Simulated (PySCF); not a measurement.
**Frontier levels across methods**

Species: C2H4OSSi.
Geometry (PBE0-D3(BJ)/def2-SVP, Å), atoms numbered from 1 in this order:
```
atom  x, y, z in Å
C1     2.2127   -0.2106   -0.4062
C2     1.0620   -0.2763   -0.0147
Si3   -0.6788   -0.3607    0.5554
O4    -1.6332   -1.0269   -0.6231
S5    -1.2297    1.6261    1.1425
H6     3.2305   -0.1530   -0.7511
H7    -0.8464   -1.2353    1.7354
H8    -1.6458   -0.5946   -1.4821
H9    -0.4157    2.2200    0.2424
```

Basis pcSseg-2 throughout (PySCF), one geometry. The structure is a single PBE0-D3(BJ)/def2-SVP conformer in the gas phase; no vibrational or solvent corrections.

Task: How do the orbital energies, the gap and the dipole change with the method?

Result: 
```
   method                    kind  HOMO (eV)  LUMO (eV)  gap (eV)  μ (D)  SCF cycles
     BLYP                     GGA      -6.29      -1.47      4.82   2.36          16
    B97-D                     GGA      -6.41      -1.48      4.93   2.40          16
      PBE                     GGA      -6.46      -1.61      4.85   2.40          17
     OPBE                     GGA      -6.47      -1.48      4.99   2.42          16
      KT3                     GGA      -6.53      -1.58      4.95   2.33          16
      KT2                     GGA      -6.53      -1.65      4.88   2.36          17
     BP86                     GGA      -6.55      -1.68      4.87   2.40          17
      LDA                     LDA      -6.60      -1.85      4.74   2.46          16
    B3LYP           global hybrid      -7.43      -0.92      6.50   2.46          15
    B97-2           global hybrid      -7.43      -0.72      6.71   2.49          14
     PBE0           global hybrid      -7.69      -0.72      6.97   2.52          13
 mPW1PW91           global hybrid      -7.70      -0.71      6.99   2.51          14
BHandHLYP           global hybrid      -8.75       0.23      8.98   2.57          13
CAM-B3LYP  range-separated hybrid      -9.00       0.32      9.32   2.54          12
  wB97X-D  range-separated hybrid      -9.53       1.05     10.59   2.57          13
  LC-wPBE  range-separated hybrid     -10.42       1.46     11.89   2.63          14
       HF            Hartree–Fock     -10.47       2.41     12.88   2.73          12
```

The HOMO spans 4.18 eV, from BLYP down to HF, and the gap runs from 4.74 eV (LDA) to 12.88 eV (HF). Over the methods BLYP (0 %), B97-D (0 %), PBE (0 %), OPBE (0 %), KT3 (0 %), KT2 (0 %), BP86 (0 %), LDA (0 %), B3LYP (20 %), B97-2 (21 %), PBE0 (25 %), mPW1PW91 (25 %), BHandHLYP (50 %), HF (100 %), a straight line through the gap against the share of exact exchange rises by 0.81 eV for each 10 % (correlation coefficient 0.999). The dipole ranges from 2.33 D (KT3) to 2.73 D (HF). This basis has no diffuse functions.
